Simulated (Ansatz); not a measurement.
Consider the ligand exchange at the Si–O bond: `O[SiH]([SiH3])Cl` + CH₃OH → `CO[SiH]([SiH3])Cl` + H₂O.

Program: Ansatz. Geometries: PBE0-D4/def2-TZVP. ΔE: electronic, gas phase. CBS: MP2 limit from def2 TZ/QZ plus the TZ coupled-cluster correction, frozen cores. This one scheme is used for every species. Functionals use def2-TZVPP. B3LYP here is the variant with VWN-RPA as its local correlation; programs differ in this. One conformer a species, not always the lowest.

`O[SiH]([SiH3])Cl`:

Cartesian coordinates in Å:
```
O 1.575 -0.748 -0.830
Si -0.005 -0.311 -0.810
Si -0.406 0.766 1.223
Cl -1.223 -1.977 -0.927
H 1.910 -1.207 -1.603
H -0.351 0.494 -2.011
H 0.444 1.981 1.342
H -0.109 -0.163 2.343
H -1.836 1.166 1.274
```

CH₃OH:

Z-matrix (Å, degrees):
```
C
O 1 1.409
H 1 1.097 2 112.4
H 1 1.090 2 107.0 3 -118.5
H 1 1.097 2 112.4 3 123.0
H 2 0.959 1 108.5 3 -61.6
```

`CO[SiH]([SiH3])Cl`:

Z-matrix (Å, degrees):
```
C
O 1 1.413
H 1 1.096 2 111.4
H 1 1.094 2 110.8 3 -121.3
H 1 1.091 2 108.0 3 119.4
Si 2 1.632 1 124.1 3 50.2
Cl 6 2.070 2 110.4 1 62.3
Si 6 2.334 2 107.6 1 -179.0
H 6 1.488 2 110.1 1 -52.8
H 8 1.485 6 109.5 2 -59.7
H 8 1.487 6 110.2 2 60.9
H 8 1.487 6 108.9 2 -179.4
```

H₂O:

Cartesian coordinates in Å:
```
O 0.266 -0.003 -0.284
H 0.182 -0.623 0.444
H -0.448 0.626 -0.159
```

Task: Is it downhill or uphill in electronic energy at CCSD(T)/CBS, and by how much? (An estimate is asked.)

Result: Ansatz gave: Downhill: ΔE = -8.4 kJ/mol.

Task: What do these levels give: BHLYP-D4, B2PLYP, revPBE, B3LYP, LC-ωPBE, MP2/def2-SVP, CCSD/def2-SVP, CCSD(T)/def2-SVP, HF/def2-TZVPP, CCSD(T)/def2-TZVPP, MP2/def2-QZVPP, CCSD/CBS(def2)? (An estimate is asked.)

Result: Ansatz gave: BHLYP-D4 -6.5, B2PLYP -3.4, revPBE 1.5, B3LYP -0.2, LC-ωPBE -1.3, MP2/def2-SVP -5.8, CCSD/def2-SVP -4.6, CCSD(T)/def2-SVP -5.6, HF/def2-TZVPP 0.0, CCSD(T)/def2-TZVPP -6.9, MP2/def2-QZVPP -9.4, CCSD/CBS(def2) -7.2 kJ/mol.

Largest T1 diagnostic among the species: 0.012.

The D4 term adds −6.4 kJ/mol with B3LYP and −3.8 kJ/mol with PBE0; it sums over pairs of atoms, weighted by their polarisabilities, and B3LYP, whose exchange is more repulsive, gets the larger term. Leaving LDA and LC-ωPBE aside and taking each functional with its dispersion term where it has one, the values, not all of them listed here, spread over 3.7 kJ/mol, from BLYP-D4 to B2PLYP. LDA lies −3.6 kJ/mol from PBE without D4.
